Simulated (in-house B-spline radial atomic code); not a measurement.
## PBEsol excitations of Si4+

Method: PBEsol. Computed with an all-electron radial atomic-structure program (B-spline basis): linear response of the closed shell [He] 2s2 2p6 with the functional's adiabatic kernel; scalar-relativistic (spin-free one-electron X2C), finite nucleus, no spin-orbit coupling, no double excitations, S, P, D and F terms only. Only terms of natural parity with L up to 3 were computed.

Command:
```bash
python run_td.py task.json out
```
Settings (radii: box in bohr, nucleus in fm):
```
Z                        14
electrons                10
configuration            [He] 2s2 2p6
hamiltonian              x2c
method                   pbesol
box_radius               19.1
rms_radius               3.1224
intervals                73
```

Time taken, with all properties: 0.2 s on 1 thread of Intel(R) Xeon(R) Platinum 8559C (Emerald Rapids) (shared host).

The lowest states, in the order of their Tamm-Dancoff energies; the method's threshold (minus the highest occupied level) is 148.32 eV. Labels give the largest channel, * marks a mixed state, and oscillator strengths are full-response dipole values. Semilocal kernels can invert the small singlet-triplet splittings of Rydberg terms. Energies in eV:

```json
{"state": "2p → 3s 3P", "full response": "97.88", "Tamm-Dancoff": "97.89", "oscillator strength": "-"}
{"state": "2p → 3s 1P", "full response": "98.83", "Tamm-Dancoff": "98.85", "oscillator strength": "0.2"}
{"state": "2p → 3p 3S", "full response": "106.33", "Tamm-Dancoff": "106.37", "oscillator strength": "-"}
{"state": "2p → 3p 3D", "full response": "107.17", "Tamm-Dancoff": "107.18", "oscillator strength": "-"}
{"state": "2p → 3p 1D", "full response": "107.86", "Tamm-Dancoff": "107.86", "oscillator strength": "-"}
{"state": "2p → 3p 1S", "full response": "?", "Tamm-Dancoff": "?", "oscillator strength": "-"}
{"state": "2p → 3d 3P", "full response": "119.12", "Tamm-Dancoff": "119.13", "oscillator strength": "-"}
{"state": "2p → 3d 3F", "full response": "119.29", "Tamm-Dancoff": "119.30", "oscillator strength": "-"}
{"state": "2p → 3d 1F", "full response": "119.61", "Tamm-Dancoff": "119.61", "oscillator strength": "-"}
{"state": "2p → 3d 1P", "full response": "120.84", "Tamm-Dancoff": "120.90", "oscillator strength": "0.825"}
{"state": "2p → 4s 3P", "full response": "126.02", "Tamm-Dancoff": "126.03", "oscillator strength": "-"}
{"state": "2p → 4s 1P", "full response": "126.27", "Tamm-Dancoff": "126.27", "oscillator strength": "0.0329"}
{"state": "2p → 4p 3S", "full response": "128.81", "Tamm-Dancoff": "128.82", "oscillator strength": "-"}
{"state": "2p → 4p 3D", "full response": "?", "Tamm-Dancoff": "?", "oscillator strength": "-"}
{"state": "2p → 4p 1D", "full response": "129.23", "Tamm-Dancoff": "129.23", "oscillator strength": "-"}
{"state": "2p → 4p 1S", "full response": "130.44", "Tamm-Dancoff": "130.55", "oscillator strength": "-"}
```

(1) Where does 2p → 4p 3D lie?

(2) Where does 2p → 3p 1S lie?

(3) How large is the singlet-triplet splitting of 2p → 3s (P terms) in Tamm-Dancoff?

(4) What polarisabilities and dispersion coefficient does the method give?

Results:

(1) At 129.03 eV in full response, 129.04 eV in Tamm-Dancoff.

(2) At 112.15 eV in full response, 112.56 eV in Tamm-Dancoff.

(3) 0.959 eV, from the unrounded values.

(4) Dipole 0.1712 bohr³, quadrupole 0.1126 bohr⁵, C6 0.1278 hartree·bohr⁶ for two such species.
